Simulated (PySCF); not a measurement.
- GFN2-xTB geometry
- shieldings: GIAO PBE0/pcSseg-1
- code: PySCF
- one averaged value for each set of equivalent atoms, a single conformation, non-relativistic, in vacuum

References, each an isolated molecule treated in the same way: TMS for 1H (σref 31.72), 13C (σref 186.93). Shifts are as computed. Against solution values, carbons near 30 ppm lie about +3 ppm off and those near 130 ppm about +5 ppm; carbons on Cl a further +6 ppm (rms about the fit 2.1 ppm; single classes can miss by 10 ppm). Of 1328 compounds with measured shifts, 309 miss one by over three times the rms of a fit or turn the order of signals round; such compounds aren't used in these exercises. Signals without a measured value on file couldn't be tested in this way; 1H shifts scatter by 0.2 ppm about their fit, and single ones miss by 0.5 ppm. Carbons bonded to Cl come out too deshielded.

How many 13C and 1H signals does each give (equivalence by symmetry and fast rotation, but not about amide C–N or C=N bonds)? `O=C[C@H]1[C@@H]2CC[C@H]1C2`, `COC1=CC=CCC1`, `CC(C)C(Cl)=C=O`, `C=C(CCl)C(C)=O`

Answers

O=C[C@H]1[C@@H]2CC[C@H]1C2: 5 C, 7 H; COC1=CC=CCC1: 7 C, 6 H; CC(C)C(Cl)=C=O: 4 C, 2 H; C=C(CCl)C(C)=O: 5 C, 4 H.
